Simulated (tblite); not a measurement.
A geometry optimisation, step by step.

Species: C2H7F4PSi2.
Numbering: `[F:1][Si@@H:2]([CH2:3][C:4]([F:5])([F:6])[F:7])[PH:8][SiH3:9]` (hydrogens: H10 on Si2; H11, H12 on C3; H13 on P8; H14, H15, H16 on Si9)

Computed with GFN2-xTB (tblite), gas phase: L-BFGS steps from a force-field or distance-geometry start until the largest atomic force falls under 0.01 eV/Å. 9 of its 180 geometries are shown.

Step 0: E = -892.9626 eV, largest atomic force 2.383 eV/Å
```
atom  x, y, z in Å  |  force x, y, z in eV/Å
F1      0.226    2.467   -0.417   -0.513  -0.946   0.382
Si2    -0.254    1.077    0.382    0.728   1.875   1.277
C3     -1.377    0.122   -0.738   -0.849  -0.362  -1.518
C4     -2.506   -0.558    0.025    0.824   0.081  -0.439
F5     -3.235    0.382    0.702    0.287  -1.403  -0.576
F6     -3.327   -1.212   -0.895    0.755   0.558   1.831
F7     -1.973   -1.447    0.950   -1.315   0.841  -1.159
P8      1.413   -0.101    1.185    0.068  -0.590   1.304
Si9     2.929   -0.649   -0.318    0.475   0.177  -0.211
H10    -1.089    1.520    1.532    0.432   0.068  -0.452
H11    -0.832   -0.621   -1.370   -0.611   0.456   0.504
H12    -1.887    0.856   -1.416    0.421  -0.667   0.336
H13     2.056    0.594    2.293   -0.578  -0.187  -1.386
H14     3.767    0.476   -0.728    0.016   0.073  -0.108
H15     3.798   -1.649    0.292   -0.011  -0.067   0.124
H16     2.284   -1.248   -1.490   -0.129   0.095   0.090
```

Step 22: E = -893.7106 eV, largest atomic force 0.135 eV/Å
```
atom  x, y, z in Å  |  force x, y, z in eV/Å
F1      0.321    2.310   -0.362    0.025  -0.009  -0.031
Si2    -0.223    1.042    0.494    0.008   0.025   0.009
C3     -1.359    0.154   -0.752   -0.039  -0.068  -0.097
C4     -2.458   -0.542   -0.017    0.009   0.015   0.039
F5     -3.231    0.317    0.668   -0.064  -0.010   0.012
F6     -3.289   -1.238   -0.814    0.063   0.063   0.016
F7     -1.990   -1.422    0.886   -0.001  -0.014   0.003
P8      1.318   -0.333    1.297    0.080  -0.037   0.045
Si9     2.872   -0.648   -0.299    0.010   0.026   0.013
H10    -0.971    1.672    1.568   -0.036   0.029  -0.013
H11    -0.831   -0.598   -1.333    0.094  -0.092  -0.031
H12    -1.809    0.850   -1.455   -0.044   0.093   0.028
H13     1.996    0.689    1.939   -0.008  -0.044   0.004
H14     3.606    0.571   -0.647   -0.067   0.002  -0.023
H15     3.801   -1.603    0.310   -0.029   0.000  -0.036
H16     2.240   -1.212   -1.496   -0.001   0.023   0.061
```

Step 45: E = -893.7368 eV, largest atomic force 0.049 eV/Å
```
atom  x, y, z in Å  |  force x, y, z in eV/Å
F1      0.514    2.161   -0.414    0.005   0.022  -0.003
Si2    -0.169    1.009    0.508   -0.029   0.001  -0.030
C3     -1.318    0.144   -0.749    0.000   0.009  -0.014
C4     -2.421   -0.553   -0.023    0.005   0.001  -0.006
F5     -3.213    0.302    0.648    0.027  -0.017   0.037
F6     -3.238   -1.247   -0.836    0.017  -0.014  -0.009
F7     -1.963   -1.434    0.883   -0.027   0.007   0.011
P8      1.299   -0.397    1.406   -0.029  -0.015  -0.010
Si9     2.770   -0.607   -0.282    0.017  -0.008  -0.016
H10    -0.944    1.779    1.467    0.007   0.009   0.021
H11    -0.797   -0.595   -1.355    0.009  -0.002   0.013
H12    -1.772    0.874   -1.416    0.012   0.009  -0.019
H13     1.990    0.616    2.045    0.003   0.003   0.025
H14     3.371    0.665   -0.681   -0.018   0.033  -0.022
H15     3.813   -1.504    0.210    0.006  -0.025   0.023
H16     2.069   -1.203   -1.421   -0.006  -0.013  -0.004
```

Step 67: E = -893.7414 eV, largest atomic force 0.017 eV/Å
```
atom  x, y, z in Å  |  force x, y, z in eV/Å
F1      0.521    2.188   -0.420    0.006   0.001   0.010
Si2    -0.168    1.042    0.505    0.000  -0.004   0.002
C3     -1.298    0.153   -0.750    0.001   0.006   0.001
C4     -2.394   -0.554   -0.021   -0.004   0.003   0.001
F5     -3.177    0.291    0.673   -0.009   0.004   0.001
F6     -3.217   -1.236   -0.837   -0.008  -0.006   0.007
F7     -1.930   -1.446    0.871    0.004  -0.007  -0.009
P8      1.254   -0.420    1.388    0.002   0.011   0.009
Si9     2.738   -0.608   -0.291    0.009  -0.002   0.002
H10    -0.930    1.823    1.466    0.003  -0.011  -0.012
H11    -0.759   -0.591   -1.336    0.006   0.007  -0.001
H12    -1.755    0.863   -1.436   -0.005   0.007  -0.001
H13     1.961    0.544    2.087   -0.005  -0.007  -0.013
H14     3.278    0.679   -0.728    0.001   0.009  -0.010
H15     3.810   -1.456    0.228    0.010   0.000   0.009
H16     2.060   -1.262   -1.411   -0.008  -0.011   0.004
```

Step 90: E = -893.7461 eV, largest atomic force 0.035 eV/Å
```
atom  x, y, z in Å  |  force x, y, z in eV/Å
F1      0.547    2.196   -0.368    0.003   0.029  -0.019
Si2    -0.171    1.037    0.516    0.005  -0.017  -0.003
C3     -1.309    0.201   -0.766   -0.002   0.005   0.012
C4     -2.376   -0.551   -0.040   -0.003   0.004  -0.001
F5     -3.143    0.257    0.715   -0.010  -0.019  -0.001
F6     -3.220   -1.206   -0.856    0.005   0.002  -0.005
F7     -1.875   -1.477    0.797   -0.007  -0.002  -0.015
P8      1.246   -0.430    1.395    0.000   0.006   0.008
Si9     2.729   -0.640   -0.283   -0.002  -0.020  -0.016
H10    -0.939    1.798    1.486   -0.002   0.014   0.009
H11    -0.776   -0.500   -1.407   -0.007   0.000   0.011
H12    -1.793    0.943   -1.399   -0.001  -0.003  -0.003
H13     1.950    0.548    2.076    0.018  -0.012  -0.006
H14     3.128    0.634   -0.885   -0.003  -0.016   0.007
H15     3.888   -1.308    0.309    0.002   0.010  -0.005
H16     2.105   -1.492   -1.301    0.005   0.020   0.028
```

Step 112: E = -893.7485 eV, largest atomic force 0.022 eV/Å
```
atom  x, y, z in Å  |  force x, y, z in eV/Å
F1      0.549    2.212   -0.357    0.004   0.007  -0.005
Si2    -0.168    1.053    0.529   -0.006  -0.003  -0.004
C3     -1.316    0.235   -0.757    0.003  -0.003   0.000
C4     -2.370   -0.559   -0.057    0.000   0.005  -0.003
F5     -3.142    0.201    0.741    0.007  -0.002   0.005
F6     -3.213   -1.181   -0.901    0.005  -0.004   0.004
F7     -1.855   -1.521    0.729   -0.001   0.006  -0.013
P8      1.246   -0.420    1.405    0.011  -0.004  -0.003
Si9     2.719   -0.670   -0.277   -0.016   0.015   0.004
H10    -0.924    1.820    1.505   -0.007  -0.002   0.005
H11    -0.778   -0.440   -1.422    0.001   0.006   0.000
H12    -1.814    0.989   -1.366    0.004  -0.009   0.009
H13     1.973    0.554    2.068    0.000   0.004  -0.003
H14     3.034    0.578   -0.976   -0.004  -0.013  -0.002
H15     3.929   -1.213    0.338    0.001  -0.010   0.005
H16     2.125   -1.629   -1.212   -0.002   0.006   0.003
```

Step 134: E = -893.7543 eV, largest atomic force 0.044 eV/Å
```
atom  x, y, z in Å  |  force x, y, z in eV/Å
F1      0.536    2.312   -0.275    0.008   0.017  -0.001
Si2    -0.185    1.133    0.581   -0.015   0.015   0.009
C3     -1.266    0.310   -0.758   -0.001   0.000   0.006
C4     -2.245   -0.619   -0.117    0.001  -0.016   0.006
F5     -2.962   -0.031    0.857    0.000   0.015  -0.018
F6     -3.143   -1.120   -0.984   -0.007  -0.020  -0.008
F7     -1.645   -1.679    0.452    0.024  -0.003   0.011
P8      1.254   -0.275    1.517    0.008   0.022   0.017
Si9     2.563   -0.758   -0.244    0.018  -0.003  -0.020
H10    -1.005    1.866    1.531    0.001   0.017   0.008
H11    -0.676   -0.270   -1.467    0.000   0.000  -0.024
H12    -1.824    1.060   -1.315   -0.014   0.010   0.014
H13     2.056    0.749    1.997   -0.032  -0.027  -0.013
H14     2.826    0.381   -1.130   -0.016  -0.017   0.007
H15     3.821   -1.228    0.331    0.031  -0.022   0.005
H16     1.889   -1.822   -0.989   -0.007   0.013   0.001
```

Step 157: E = -893.7688 eV, largest atomic force 0.050 eV/Å
```
atom  x, y, z in Å  |  force x, y, z in eV/Å
F1      0.529    2.470   -0.182    0.007  -0.002  -0.021
Si2    -0.213    1.267    0.618    0.027  -0.027  -0.001
C3     -1.257    0.464   -0.764    0.002   0.014   0.001
C4     -2.019   -0.684   -0.194   -0.013   0.008   0.002
F5     -2.739   -0.333    0.885   -0.013  -0.017   0.045
F6     -2.894   -1.232   -1.056    0.026  -0.012  -0.016
F7     -1.211   -1.685    0.201   -0.001  -0.034   0.027
P8      1.201   -0.149    1.587    0.004   0.015  -0.044
Si9     2.360   -0.911   -0.187    0.007  -0.013   0.020
H10    -1.071    1.978    1.552   -0.012   0.001   0.019
H11    -0.649    0.088   -1.585    0.016   0.012  -0.017
H12    -1.976    1.172   -1.168   -0.007   0.039  -0.017
H13     2.096    0.856    1.914   -0.006   0.003   0.002
H14     2.479    0.058   -1.282   -0.007   0.003  -0.003
H15     3.699   -1.246    0.295   -0.003   0.011   0.032
H16     1.655   -2.106   -0.644   -0.026   0.000  -0.029
```

Step 179: E = -893.7745 eV, largest atomic force 0.007 eV/Å
```
atom  x, y, z in Å  |  force x, y, z in eV/Å
F1      0.510    2.477   -0.225    0.000  -0.003   0.001
Si2    -0.214    1.283    0.605    0.004   0.002  -0.005
C3     -1.270    0.458   -0.755   -0.001   0.003   0.000
C4     -2.003   -0.705   -0.173   -0.002  -0.004   0.006
F5     -2.786   -0.352    0.861   -0.001  -0.001   0.003
F6     -2.808   -1.325   -1.054    0.001   0.002   0.004
F7     -1.172   -1.655    0.297    0.000  -0.001  -0.007
P8      1.205   -0.124    1.572    0.001   0.001  -0.003
Si9     2.356   -0.903   -0.195    0.003  -0.006   0.002
H10    -1.064    1.996    1.547   -0.001   0.002   0.000
H11    -0.664    0.095   -1.585    0.004  -0.002  -0.002
H12    -2.006    1.154   -1.151   -0.006   0.004  -0.001
H13     2.104    0.880    1.891   -0.003   0.000   0.000
H14     2.659    0.118   -1.204   -0.002   0.003   0.004
H15     3.606   -1.431    0.353   -0.005  -0.001  -0.001
H16     1.540   -1.957   -0.794    0.006   0.002   0.000
```

**Question.** Summarise the path.

**Answer.** The energy falls by 78.34 kJ/mol from step 0 to step 179; nine tenths of that is first reached at step 16. It rises by more than 0.2 meV at step 97. The largest force goes from 2.383 to 0.007 eV/Å. Among the bonds P8–H13 changes most, from 1.458 to 1.385 Å; the atoms move by 0.701 Å rms after alignment.

The cost below is that of the whole relaxation. Time: 1.5 s wall. Hardware: one thread of an Arm Neoverse V2, shared host.
